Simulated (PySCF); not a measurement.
Fluorine: a sound run and one with changed settings

Sound run: F⁺ [He] 2s2 2p4, F²⁺ [He] 2s2 2p3. All numbers are calculated (PySCF 2.14, scalar relativity by spin-free X2C-1e, in cc-pVTZ-DK (4s3p2d1f, 30 functions)). In the sound run the correlated levels freeze 1s2. The sound run starts from symmetry-adapted Hartree-Fock orbitals and uses a fine grid where one is needed.

Changed run: initial guess minao, at most 50 SCF cycles, level shift 0.1 hartree.

```json
{"species": "F⁺", "method": "UHF", "sound run (hartree)": "-98.91757", "changed run (hartree)": "-98.91757", "converged": "yes"}
{"species": "F⁺", "method": "LDA", "sound run (hartree)": "-98.53010", "changed run (hartree)": "-98.53010", "converged": "yes"}
{"species": "F⁺", "method": "MN15", "sound run (hartree)": "-99.14579", "changed run (hartree)": "-99.14579", "converged": "yes"}
{"species": "F⁺", "method": "MP2", "sound run (hartree)": "-99.06090", "changed run (hartree)": "-99.05714", "converged": "yes"}
{"species": "F⁺", "method": "CCSD(T)", "sound run (hartree)": "-99.07821", "changed run (hartree)": "-99.07821", "converged": "yes"}
{"species": "F²⁺", "method": "UHF", "sound run (hartree)": "-97.69092", "changed run (hartree)": "-97.69092", "converged": "yes"}
{"species": "F²⁺", "method": "LDA", "sound run (hartree)": "-97.23433", "changed run (hartree)": "-97.23433", "converged": "yes"}
{"species": "F²⁺", "method": "MN15", "sound run (hartree)": "-97.84729", "changed run (hartree)": "-97.84729", "converged": "yes"}
{"species": "F²⁺", "method": "MP2", "sound run (hartree)": "-97.79003", "changed run (hartree)": "-97.78752", "converged": "yes"}
{"species": "F²⁺", "method": "CCSD(T)", "sound run (hartree)": "-97.80526", "changed run (hartree)": "-97.80526", "converged": "yes"}
```

Ionisation energy of F⁺:

```csv
method,sound run (eV),changed run (eV)
UHF,33.379,33.379
LDA,35.260,35.260
MN15,35.334,35.334
MP2,34.582,34.548
SCS-MP2,34.682,34.647
CCSD,34.615,34.615
CCSD(T),34.639,34.639
```

A level shift leaves the converged SCF energy unchanged but raises the virtual orbital energies, which shrinks MP2 if it is not removed.

For comparison, NIST gives 34.971 eV between the lowest levels.
